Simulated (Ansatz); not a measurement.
Mulliken charges of `BC(C)F` from B3LYP/def2-TZVPP in Ansatz (PBE0-D4/def2-TZVP geometry).

```json
{"atom": "B1", "x (Å)": "-0.636", "y (Å)": "1.160", "z (Å)": "-0.581", "charge (e)": "-0.115"}
{"atom": "C2", "x (Å)": "-0.036", "y (Å)": "-0.272", "z (Å)": "-0.508", "charge (e)": "0.207"}
{"atom": "C3", "x (Å)": "0.541", "y (Å)": "-0.628", "z (Å)": "0.854", "charge (e)": "-0.262"}
{"atom": "F4", "x (Å)": "-0.943", "y (Å)": "-1.269", "z (Å)": "-0.879", "charge (e)": "-0.264"}
{"atom": "H5", "x (Å)": "-1.771", "y (Å)": "1.349", "z (Å)": "-0.898", "charge (e)": "0.056"}
{"atom": "H6", "x (Å)": "0.082", "y (Å)": "2.080", "z (Å)": "-0.320", "charge (e)": "0.041"}
{"atom": "H7", "x (Å)": "0.784", "y (Å)": "-0.311", "z (Å)": "-1.247", "charge (e)": "0.058"}
{"atom": "H8", "x (Å)": "0.954", "y (Å)": "-1.638", "z (Å)": "0.831", "charge (e)": "0.098"}
{"atom": "H9", "x (Å)": "-0.229", "y (Å)": "-0.592", "z (Å)": "1.628", "charge (e)": "0.091"}
{"atom": "H10", "x (Å)": "1.336", "y (Å)": "0.070", "z (Å)": "1.125", "charge (e)": "0.090"}
```

Q: By hand: the dipole of these point charges (1 e Å = 4.8032 D).

A: Σ q r = (0.315, 0.245, 0.165) e Å, of length 0.432 e Å = 2.07 D.

Q: How does the dipole of the full density compare? (An estimate is asked.)

A: Ansatz gave: (0.300, 0.186, 0.143) e Å, 1.83 D; the point charges give 1.13 times that, at 6° from its direction.

Point charges leave out the atoms' own dipoles, such as those of lone pairs, and Mulliken's split depends on the basis, so the close match here is no proof of good charges.

B3LYP here is the variant with VWN-RPA as its local correlation; programs differ in this.
